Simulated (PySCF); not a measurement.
## Simulated absorption spectrum

C5H5OPS.
InChI=1S/C5H5OPS/c1-4(6)5-2-7-3-8-5/h2-3H,1H3

Theory: TDDFT CAM-B3LYP/def2-SVPD, vertical, gas phase, core orbitals frozen in the response (PySCF). The structure is a single GFN2-xTB conformer in the gas phase; no vibrational or solvent corrections. Torsions of this conformer, `[CH3:1][C:2](=[O:3])[c:4]1[cH:5][p:6][cH:7][s:8]1`: C1–C2–C4–C5 -178°.

Computed states:

| state | E (eV) | f |
| --- | --- | --- |
| S1 | 3.91 | 0.0001 |
| S2 | 4.46 | 0.102 |
| S3 | 4.96 | 0.080 |
| S4 | 5.07 | 0.0025 |
| S5 | 5.82 | 0.389 |
| S6 | 5.99 | 0.0010 |
| S7 | 6.13 | 0.016 |
| S8 | 6.16 | 0.011 |

Each state is given a Gaussian of 0.25 eV full width at half maximum, with ε(max) = 2.175×10⁸ f / Δν̃ (Δν̃ the width in cm⁻¹). The width is an assumption, not a result. The curve ends short of the highest state used, and states not computed would add to its high-energy end.

(1) Give the broadened spectrum and its maxima.

(2) Coming from long wavelengths, where does ε first pass 100 L mol⁻¹ cm⁻¹?

(3) On this curve, what absorbance would a 10⁻⁴ mol/L sample give at 254 nm over a 1 cm path?

(4) Does any computed singlet lie in the visible range?

Results:

(1) 
| λ (nm) | ε (L mol⁻¹ cm⁻¹) |
| --- | --- |
| 222.9 | 2253 |
| 226.5 | 213 |
| 230.2 | 17 |
| 233.9 | 80 |
| 237.5 | 553 |
| 241.2 | 2339 |
| 244.9 | 5783 |
| 248.5 | 8521 |
| 252.2 | 7890 |
| 255.9 | 4686 |
| 259.5 | 2011 |
| 263.2 | 1178 |
| 266.9 | 2463 |
| 270.5 | 5561 |
| 274.2 | 9271 |
| 277.9 | 11031 |
| 281.5 | 9667 |
| 285.2 | 6342 |
| 288.9 | 3183 |
| 292.5 | 1283 |
| 296.2 | 403 |
| 299.9 | 104 |
| 303.5 | 26 |
| 307.2 | 11 |
| 310.9 | 11 |
| 314.5 | 13 |
| 318.2 | 14 |
| 321.9 | 12 |
| 325.5 | 9 |
| 329.2 | 6 |
| 332.9 | 3 |
| 336.5 | 2 |
| 340.2 | 1 |
| 343.9 | 0 |
| 347.5 | 0 |
| 351.2 | 0 |

Maxima: 317 nm (3.91 eV), ε about 14, made up of S1 (100%); 278 nm (4.46 eV), ε about 11000, made up of S2 (100%); 250 nm (4.97 eV), ε about 8700, made up of S3 (98%) (ε in L mol⁻¹ cm⁻¹; maxima over ε = 5, shares over 10%). At its high-energy end, 5.56 eV, the curve is still rising (ε about 2100, from S5).

(2) At about 300 nm (4.13 eV), 0.23 eV above S1.

(3) 254 nm is 4.881 eV, where ε is about 6500 L mol⁻¹ cm⁻¹, so A = ε c l ≈ 0.65 (Beer–Lambert, with the gas-phase spectrum and the assumed width).

(4) No computed singlet lies in the visible range (380 to 750 nm); the lowest, at 317 nm, stands 0.64 eV above its violet end (3.26 eV); a Tamm–Dancoff triplet lies at 427 nm, without intensity as long as spin–orbit coupling is left out.

Cost: about 1.7 min of CPU time on one thread; the machine was shared, so the figure is rough.
